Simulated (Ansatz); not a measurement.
Method: frozen-core CCSD(T)/cc-pVTZ // B3LYP-D3(BJ)/def2-SVP run with Ansatz (a first-principles code).

Ansatz 0.2 input:
```yaml
crystal:
  periodic: [false, false, false]
  atoms:
    - { symbol: O, position_ang: [-1.805237, 1.964401, 0.356949] }
    - { symbol: C, position_ang: [-0.982412, 1.069031, 0.194298] }
    - { symbol: C, position_ang: [-1.340141, -0.357039, 0.126001] }
    - { symbol: C, position_ang: [-0.402323, -1.323186, -0.055375] }
    - { symbol: N, position_ang: [0.927209, -1.00896, -0.183361] }
    - { symbol: C, position_ang: [1.345532, 0.296816, -0.131134] }
    - { symbol: C, position_ang: [0.46167, 1.312972, 0.047903] }
    - { symbol: H, position_ang: [-2.393605, -0.622526, 0.226101] }
    - { symbol: H, position_ang: [-0.646106, -2.386405, -0.109087] }
    - { symbol: H, position_ang: [1.605562, -1.747126, -0.317562] }
    - { symbol: H, position_ang: [2.420336, 0.455732, -0.241999] }
    - { symbol: H, position_ang: [0.809514, 2.34629, 0.087266] }
basis:
  gaussian: { orbitals: cc-pVTZ }
correlation:
  method: ccsd_t
```

Output:

```
Functional definition: HF
1646 factors; integrals over basis functions are off by at most 1.1e-3 eV
mean field evaluation 1: about -8747.0203 eV, gradient 4.6e1 eV
mean field evaluation 2: about -8747.4650 eV, gradient 4.6e1 eV
mean field evaluation 4: about -8752.7301 eV, gradient 6.6e0 eV
mean field evaluation 8: about -8752.8804 eV, gradient 6.9e-1 eV
mean field evaluation 16: about -8752.8863 eV, gradient 1.6e-6 eV
mean field -8752.88629710 eV, -321.6626384989 hartree, gradient 1.6e-6 eV, S^2 0.000000; 0 other end points of the search recorded, 0 dependent functions left out
7 core orbitals not correlated
reference -8752.88629710 eV, -321.6626384989 hartree; 18, 18 occupied and 255, 255 virtual orbitals, 1646 factors
second order -33.06675841 eV of doubles, -0.00000000 eV of singles
cycle   1  -32.46435082 eV  change    6.0e-1 eV  update   1.5e-1
cycle   2  -33.34154322 eV  change   -8.8e-1 eV  update   4.9e-2
cycle   3  -33.56602819 eV  change   -2.2e-1 eV  update   2.5e-2
cycle   4  -33.55618419 eV  change    9.8e-3 eV  update   7.7e-3
cycle   5  -33.54673716 eV  change    9.4e-3 eV  update   3.7e-3
cycle   6  -33.54894098 eV  change   -2.2e-3 eV  update   1.3e-3
cycle   7  -33.54884568 eV  change    9.5e-5 eV  update   4.7e-4
cycle   8  -33.54839515 eV  change    4.5e-4 eV  update   1.6e-4
cycle   9  -33.54840203 eV  change   -6.9e-6 eV  update   6.0e-5
cycle  10  -33.54847890 eV  change   -7.7e-5 eV  update   2.4e-5
cycle  11  -33.54843391 eV  change    4.5e-5 eV  update   1.2e-5
perturbative correction -1.72734060 eV, -0.0634785963 hartree
Total energy: -8788.16207161 eV, -322.9589993014 hartree
```

Cost: very roughly 8 core-minutes.
